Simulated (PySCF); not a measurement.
These 3 structures share the formula C6H13NOSi. Level of theory: PySCF 2.14.0, PBE0-D3(BJ)/def2-SVP geometry optimisation, gas phase. One conformer each; no zero-point energy, no entropy. No frequencies were run at this level. Point groups hold within 0.08 Å.

Question: Order them by energy at this level, lowest first, and give relative energies in kJ/mol.
A. `[CH3:1]/[N:2]=[CH:3]/[C@@H:4]1[CH2:5][O:6][CH2:7][CH2:8][SiH2:9]1` with N2–C3–C4–C5 -134°, C3–C4–C5–O6 -178°, C4–C5–O6–C7 73°, C5–O6–C7–C8 -73°, O6–C7–C8–Si9 56°
B. `[SiH3:1][O:2]/[CH:3]=[CH:4]/[N:5]1[CH2:6][CH2:7][CH2:8][CH2:9]1` with Si1–O2–C3–C4 8°, C3–C4–N5–C6 166°, C4–N5–C6–C7 -156°, N5–C6–C7–C8 -28°, C6–C7–C8–C9 38°, C7–C8–C9–N5 -33°
C. `[CH2:1]=[CH:2][Si@@H:3]([NH:4][CH:5]=[O:6])[CH:7]([CH3:8])[CH3:9]` with C1–C2–Si3–N4 -61°, C2–Si3–N4–C5 -62°, Si3–N4–C5–O6 0°, C2–Si3–C7–C8 55°

Answer: C (0.0), B (81.0), A (130.4).

As drawn, the lowest has a C=O bond, an N–H bond and a C(=O)–N unit, which the highest lacks; the highest has a C=N bond, which the lowest lacks.

```csv
SMILES,E (Eh),E rel (kJ/mol),dipole (D),point group,"A, B, C (MHz)"
C=C[Si@@H](NC=O)C(C)C,-655.06482,0.0,3.71,C1,"1811, 980.0, 722.2"
[SiH3]O/C=C/N1CCCC1,-655.03397,81.0,2.37,C1,"4330, 548.6, 499.6"
C/N=C/[C@@H]1COCC[SiH2]1,-655.01517,130.4,1.73,C1,"2947, 744.9, 628.3"
```

How do the relative energies change in single points at PBE0/pcSseg-1 (no added dispersion term) on the same geometries?

```
                  SMILES  PBE0-D3(BJ)/def2-SVP (kJ/mol)  PBE0/pcSseg-1 (kJ/mol)  shift
   C=C[Si@@H](NC=O)C(C)C                            0.0                     0.0    0.0
     [SiH3]O/C=C/N1CCCC1                           81.0                    97.2  +16.2
C/N=C/[C@@H]1COCC[SiH2]1                          130.4                   137.3   +6.9
```

Each column counts from its own lowest isomer. The order is unchanged; the largest shift is 16.2 kJ/mol.
